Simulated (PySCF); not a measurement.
C3H9BO. Atoms are numbered in the order given.

```xyz
14

B      0.2757     0.3572     0.1803
C      1.3832     1.4628     0.0210
H      2.2108     1.2766     0.7273
H      0.9773     2.4516     0.2966
H      1.7937     1.5201    -0.9970
C     -0.4685     0.0843     1.5490
H     -0.3242    -0.9607     1.8749
H     -1.5591     0.2162     1.4376
H     -0.1306     0.7412     2.3626
O     -0.0220    -0.3698    -0.9309
C     -0.9848    -1.3888    -0.9471
H     -1.0217    -1.8152    -1.9599
H     -0.7387    -2.1984    -0.2394
H     -1.9893    -1.0087    -0.6950
```

Geometry: PBE0-D3(BJ)/def2-SVP. Other conformers were not sampled.

The numbers are results of PySCF with ωB97X/def2-TZVP, not measurements.

Atomic charges (e):

| atom | Löwdin | IAO | Mulliken |
|---|---|---|---|
| B1 | -0.71 | 0.45 | 0.28 |
| C2 | -0.26 | -0.58 | -0.43 |
| H3 | 0.15 | 0.15 | 0.12 |
| H4 | 0.15 | 0.15 | 0.12 |
| H5 | 0.14 | 0.15 | 0.12 |
| C6 | -0.27 | -0.59 | -0.47 |
| H7 | 0.15 | 0.15 | 0.12 |
| H8 | 0.15 | 0.15 | 0.12 |
| H9 | 0.14 | 0.15 | 0.13 |
| O10 | 0.35 | -0.39 | -0.29 |
| C11 | -0.31 | -0.18 | -0.18 |
| H12 | 0.11 | 0.15 | 0.13 |
| H13 | 0.11 | 0.13 | 0.11 |
| H14 | 0.11 | 0.13 | 0.11 |

Computed Mayer and Wiberg (Löwdin basis) orders of the bonds:
```csv
bond,Mayer,Wiberg
B1–C2,1.03,1.30
C2–H3,0.95,0.86
C2–H4,0.95,0.86
C2–H5,0.97,0.87
B1–C6,1.00,1.28
C6–H7,0.96,0.86
C6–H8,0.96,0.86
C6–H9,0.97,0.87
B1–O10,1.32,1.84
O10–C11,0.92,1.42
C11–H12,0.98,0.94
C11–H13,0.98,0.93
C11–H14,0.98,0.93
```
